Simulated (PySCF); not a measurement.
## Electron correlation in Tl²⁺ (thallium, charge +2)

[Xe] 4f14 5d10 6p1, 2P determinant (an excited configuration). Calculation: PySCF 2.14, in x2c-TZVPPall with one added diffuse shell each of s, p, d, f type (12s8p7d4f, 99 functions); scalar relativity by spin-free X2C-1e. Frozen: [Kr] 4d10 4f14; 19 electrons correlated.

| level | correlation energy (mhartree) |
| --- | --- |
| CCSD | -369.43 |
| (T) | -6.78 |
| CCSD(T) | -376.21 |

Diagnostics: T1 = 0.0083, D1 = 0.0316, largest double amplitude 0.035.

Problem. Is a single reference adequate?

Solution. Yes, within this model without spin-orbit coupling: T1 lies below 0.03 and no double amplitude reaches 0.07.

This basis was not built for core-valence correlation, so the inner-shell part is incomplete.
